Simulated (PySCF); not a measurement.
## C: excitation energy

C [He] 2s2 2p2 (3P) → C [He] 2s2 2p1 3s1 (3P), as a difference of total energies. Calculation: PySCF 2.14, in x2c-QZVPPall with one added diffuse shell each of s, p, d, f type (8s5p4d3f1g, 73 functions); scalar relativity by spin-free X2C-1e. Correlated levels: valence and next inner shell: nothing frozen. The calculations carry no spin-orbit coupling.

```csv
method,excitation energy (cm⁻¹),error (cm⁻¹)
UHF,60286,-58
MP2 (valence and next inner shell),62884,+2540
SCS-MP2 (valence and next inner shell),62016,+1673
CCSD (valence and next inner shell),61543,+1200
CCSD(T) (valence and next inner shell),61528,+1184
```

Reference: 60343 cm⁻¹ (measured; NIST levels, between the centres of gravity of the two terms).

Errors of the correlated levels include the incompleteness of this basis.

The promoted electron is Rydberg-like, and one or two diffuse shells describe it only roughly, which tends to raise the upper state.
